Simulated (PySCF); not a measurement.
Species: C2H7Ge2P.
Bonds: C1–C2 (triple), C2–Ge3, Ge3–P4, P4–Ge5. Hydrogens: H6 on C1; H7, H8 on Ge3; H9 on P4; H10, H11, H12 on Ge5.

Computed by this run: PySCF 2.14.0, PBE0-D3(BJ)/def2-SVP geometry optimisation, gas phase; density fitting, grid level 1; the optimiser is geomeTRIC in internal coordinates, started from a GFN2-xTB structure with every atom displaced at random (about 0.01 Å).

Step 0: E = -124472.5488 eV
```
atom  x, y, z in Å  |  force x, y, z in eV/Å
C1      2.2140    1.7736   -0.7272    0.810   2.964  -0.541
C2      1.8641    0.6505   -0.5493   -1.028  -2.773   0.561
Ge3     1.2421   -1.1148   -0.1930    1.135   0.336   0.233
P4     -0.5278   -1.2397    1.2218   -0.797  -0.581  -0.285
Ge5    -1.8249    0.3806    0.2060   -0.051   0.122   0.704
H6      2.4970    2.7953   -0.9133    0.062  -0.060   0.033
H7      1.0040   -1.7565   -1.5201   -0.411  -0.377  -0.685
H8      2.4432   -1.8408    0.4309   -0.003  -0.088   0.155
H9     -0.0077   -0.3542    2.1616    0.404   0.497   0.535
H10    -2.9566    0.7468    1.1470   -0.309  -0.015   0.390
H11    -1.1387    1.6668   -0.1367    0.579   0.584  -0.119
H12    -2.4483   -0.1291   -1.0342   -0.392  -0.608  -0.982
```

Step 1: E = -124472.7382 eV
```
atom  x, y, z in Å  |  force x, y, z in eV/Å
C1      2.2263    1.8096   -0.7372   -0.161  -0.219   0.084
C2      1.8533    0.6662   -0.5425    0.181   0.117  -0.077
Ge3     1.3150   -1.1266   -0.2061   -0.213  -0.094  -0.168
P4     -0.5476   -1.2300    1.1897    0.092   0.045   0.129
Ge5    -1.8757    0.4096    0.2092   -0.067   0.120  -0.283
H6      2.5382    2.8239   -0.8977    0.042   0.086  -0.036
H7      0.9522   -1.8080   -1.5535    0.081   0.131   0.224
H8      2.4736   -1.8730    0.4782   -0.022   0.031  -0.024
H9      0.0151   -0.3341    2.1620   -0.047  -0.106  -0.091
H10    -3.0085    0.7344    1.2161    0.128  -0.042  -0.123
H11    -1.0850    1.7034   -0.1354   -0.163  -0.223   0.053
H12    -2.4966   -0.1970   -1.0894    0.148   0.154   0.311
```

Q: Estimate the geometry and energy of step 2. (The exact step hangs on the optimiser's Hessian estimate; all steps are aligned on step 1, rigid shifts and turns removed.)

A: E = -124472.7523 eV, largest force 0.103 eV/Å
```
atom  x, y, z in Å  |  force x, y, z in eV/Å
C1      2.2096    1.8101   -0.7389   -0.062   0.038   0.025
C2      1.8447    0.6660   -0.5429    0.097  -0.018  -0.029
Ge3     1.3002   -1.1246   -0.2029   -0.085   0.008   0.015
P4     -0.5505   -1.2377    1.1999    0.016  -0.008   0.025
Ge5    -1.8568    0.4104    0.2044    0.006   0.010  -0.048
H6      2.5193    2.8269   -0.9069    0.008  -0.020  -0.011
H7      0.9415   -1.7933   -1.5391    0.002   0.006  -0.007
H8      2.4626   -1.8690    0.4707    0.019   0.002   0.002
H9      0.0130   -0.3528    2.1721    0.002  -0.017  -0.005
H10    -2.9902    0.7389    1.1914   -0.016   0.000   0.010
H11    -1.0710    1.6883   -0.1336   -0.003  -0.003   0.006
H12    -2.4620   -0.1847   -1.0809    0.016   0.002   0.018
```

The energy changes by -0.0141 eV. The first-order estimate −F·Δx gives -0.0259 eV and the mean of the old and new forces, exact on a quadratic surface, -0.0141 eV. The step makes an angle of 66° with the force vector and moves no atom by more than 0.038 Å.

The cost below is that of the whole optimisation. On one thread, Arm Neoverse V1 (aarch64), shared host, this took 2.6 min and 0.63 GiB of memory at its peak.
